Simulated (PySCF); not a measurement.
B3LYP has the VWN-RPA correlation part, as in Gaussian. 

```xyz
21

C      2.8569     0.1354    -0.2345
C      1.5365     0.8818    -0.0068
Si    -0.0007    -0.1609    -0.3608
N     -0.0461    -0.9486    -1.9116
N      0.0356    -1.4633     0.7925
C     -1.5285     0.9519    -0.3049
C     -2.8555     0.1852    -0.3650
H      2.9216    -0.7605     0.4037
H      2.9372    -0.2098    -1.2788
H      3.7382     0.7639    -0.0252
H      1.4899     1.7840    -0.6437
H      1.4783     1.2550     1.0331
H     -0.3241    -0.4325    -2.7403
H      0.6477    -1.6545    -2.1382
H     -0.6646    -2.1972     0.7452
H      0.3166    -1.2898     1.7523
H     -1.4655     1.6804    -1.1352
H     -1.4753     1.5569     0.6188
H     -2.9404    -0.5186     0.4799
H     -2.9267    -0.4132    -1.2874
H     -3.7311     0.8541    -0.3274
```

Charge 0, multiplicity 1.

Give the Mulliken and meta-Löwdin atomic charges from B3LYP-D3(BJ)/def2-TZVP // B3LYP-D3(BJ)/def2-SVP (PySCF).


```json
[
 {"atom": "C1", "Mulliken (e)": "-0.33", "meta-Löwdin (e)": "-0.31"},
 {"atom": "C2", "Mulliken (e)": "-0.27", "meta-Löwdin (e)": "-0.46"},
 {"atom": "Si3", "Mulliken (e)": "0.59", "meta-Löwdin (e)": "1.12"},
 {"atom": "N4", "Mulliken (e)": "-0.62", "meta-Löwdin (e)": "-0.75"},
 {"atom": "N5", "Mulliken (e)": "-0.62", "meta-Löwdin (e)": "-0.75"},
 {"atom": "C6", "Mulliken (e)": "-0.27", "meta-Löwdin (e)": "-0.46"},
 {"atom": "C7", "Mulliken (e)": "-0.33", "meta-Löwdin (e)": "-0.31"},
 {"atom": "H8", "Mulliken (e)": "0.11", "meta-Löwdin (e)": "0.10"},
 {"atom": "H9", "Mulliken (e)": "0.10", "meta-Löwdin (e)": "0.10"},
 {"atom": "H10", "Mulliken (e)": "0.11", "meta-Löwdin (e)": "0.10"},
 {"atom": "H11", "Mulliken (e)": "0.09", "meta-Löwdin (e)": "0.10"},
 {"atom": "H12", "Mulliken (e)": "0.09", "meta-Löwdin (e)": "0.10"},
 {"atom": "H13", "Mulliken (e)": "0.21", "meta-Löwdin (e)": "0.23"},
 {"atom": "H14", "Mulliken (e)": "0.22", "meta-Löwdin (e)": "0.23"},
 {"atom": "H15", "Mulliken (e)": "0.22", "meta-Löwdin (e)": "0.23"},
 {"atom": "H16", "Mulliken (e)": "0.21", "meta-Löwdin (e)": "0.23"},
 {"atom": "H17", "Mulliken (e)": "0.09", "meta-Löwdin (e)": "0.10"},
 {"atom": "H18", "Mulliken (e)": "0.09", "meta-Löwdin (e)": "0.10"},
 {"atom": "H19", "Mulliken (e)": "0.10", "meta-Löwdin (e)": "0.10"},
 {"atom": "H20", "Mulliken (e)": "0.11", "meta-Löwdin (e)": "0.10"},
 {"atom": "H21", "Mulliken (e)": "0.11", "meta-Löwdin (e)": "0.10"}
]
```
